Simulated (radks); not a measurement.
Valence configurations of Pr2+ (all share [Xe]). All-electron calculation, scalar-relativistic Kohn-Sham, PBEsol, spin-polarised, spherical densities, finite nucleus; open shells are filled with parallel spins first (spin-orbit coupling, left out, can overturn this in heavy ions); Fermi nuclear charge, rms radius 4.8919 fm. Program: a radial shooting solver on a logarithmic mesh with Libxc functionals. Energies are relative to 4f3; eigenvalues in eV for spin up.

[
 {"valence": "4f3", "E (eV)": "0.000", "moment (Bohr magnetons)": "3", "e(4f)": "-14.557", "e(5d)": "-", "e(6p)": "-", "e(6s)": "-"},
 {"valence": "4f1 6p2", "E (eV)": "23.408", "moment (Bohr magnetons)": "3", "e(4f)": "-33.609", "e(5d)": "-", "e(6p)": "-14.074", "e(6s)": "-"},
 {"valence": "4f2 6s1", "E (eV)": "4.010", "moment (Bohr magnetons)": "3", "e(4f)": "-22.428", "e(5d)": "-", "e(6p)": "-", "e(6s)": "-15.596"},
 {"valence": "4f2.5 5d0.5", "E (eV)": "0.873", "moment (Bohr magnetons)": "3", "e(4f)": "-17.097", "e(5d)": "-14.523", "e(6p)": "-", "e(6s)": "-"},
 {"valence": "4f2 6p1", "E (eV)": "8.038", "moment (Bohr magnetons)": "3", "e(4f)": "-23.466", "e(5d)": "-", "e(6p)": "-12.119", "e(6s)": "-"},
 {"valence": "4f2 5d1", "E (eV)": "2.655", "moment (Bohr magnetons)": "3", "e(4f)": "-19.882", "e(5d)": "-15.379", "e(6p)": "-", "e(6s)": "-"},
 {"valence": "4f2.5 6p0.5", "E (eV)": "3.223", "moment (Bohr magnetons)": "3", "e(4f)": "-18.829", "e(5d)": "-", "e(6p)": "-10.917", "e(6s)": "-"},
 {"valence": "4f1 5d2", "E (eV)": "9.384", "moment (Bohr magnetons)": "3", "e(4f)": "-26.058", "e(5d)": "-17.071", "e(6p)": "-", "e(6s)": "-"},
 {"valence": "4f1.5 6p1.5", "E (eV)": "14.697", "moment (Bohr magnetons)": "3", "e(4f)": "-28.404", "e(5d)": "-", "e(6p)": "-13.146", "e(6s)": "-"}
]

NIST lists [Xe] 4f3 as the ground configuration; this level of theory agrees among the configurations tried. The energies are those of spherical high-spin densities, not of single terms.
